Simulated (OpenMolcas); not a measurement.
Ag2+ (d9) among equal point charges was computed by CASSCF with the d shell active (OpenMolcas, ANO-RCC-VDZP on the metal). Its lowest spin-free states, and all those of the highest spin:

```csv
2S+1,Degeneracy,E (cm-1)
2,1,0.0
2,1,7806
2,1,11656
2,2,13376
```

Question: Is the site octahedral, tetrahedral or cube-like, axial, or of lower symmetry?

Answer: The states with 2S+1 = 2 have orbital degeneracies 1, 1, 1, 2. There are pairs but no triples, so the site is axial: not cubic, but with a proper or improper axis of order three or more. The run had Ag2+ among 6 point charges of -1.7 e arranged as a tetragonal octahedron (D4h), 1.93 Å from the ion, with the axial distance 2.509 Å.

This is an electrostatic model: the charges have no orbitals. No measured value stands beside these numbers.
